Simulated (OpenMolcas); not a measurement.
# Cu2+: moving the ligands

Cu2+ with its 6 nearest oxide ions at 2.213 Å, on the Ca site of CaO (a = 4.8105 Å, distance in the model lattice 2.405 Å). The rest of the host is ab initio model potentials to 7.6 Å, with orthogonalisation functions on the cations behind the ligands, and point charges beyond; the distance is set by hand and nothing relaxes. Ligand basis ANO-RCC-VDZP.
```
Cu    0.0000    0.0000    0.0000
O     2.2130    0.0000    0.0000
O     0.0000    2.2130    0.0000
O    -2.2130    0.0000    0.0000
O     0.0000   -2.2130    0.0000
O     0.0000    0.0000    2.2130
O     0.0000    0.0000   -2.2130
```

| Quantity | Value |
| --- | --- |
| Program | OpenMolcas 26.06 |
| Method | CASSCF |
| Basis | ANO-RCC-VTZP [6s5p3d2f1g] |
| Scalar Hamiltonian | DKH2, point nucleus |
| Active space | 9 electrons in 5 orbitals (3d) |
| State averaging | 2S+1 = 2 even, 5 roots |
| Spin-orbit coupling | RASSI with atomic mean-field integrals over the reference wave functions |

Runs around this geometry, states (labels of O, the rotations of Oh). Energies in cm-1 above the lowest state or level, χT in cm3 K/mol; 10Dq is the gap between the two states.

| R (Å) | Ground state | First state of that spin | 10Dq | First gap with spin-orbit (degeneracies) | χT at 300 K |
| --- | --- | --- | --- | --- | --- |
| 2.11 | 2E | 2T2 6172 | 6172 | 5517 (4, 2) | 0.602 |
| 2.213 | 2E | 2T2 5132 | 5132 | 4500 (4, 2) | 0.648 |
| 2.405 | 2E | 2T2 3888 | 3888 | 3299 (4, 2) | 0.728 |

Taking |10Dq| as R^-n, n = -ln(3888 / 6172) / ln(2.405 / 2.11) = 3.5 between the shortest and longest distance. The point-charge formula for a cubic d site gives n = 5.

An orbital doublet at a regular site is open to a Jahn-Teller distortion, which this geometry leaves out. Ligand-to-metal charge-transfer states are missing. With metal d orbitals alone and no dynamic correlation 10Dq can be off by a tenth to a fifth, either way, in oxide and fluoride hosts. No measured value stands beside these numbers; the geometry was set by hand and not optimised.
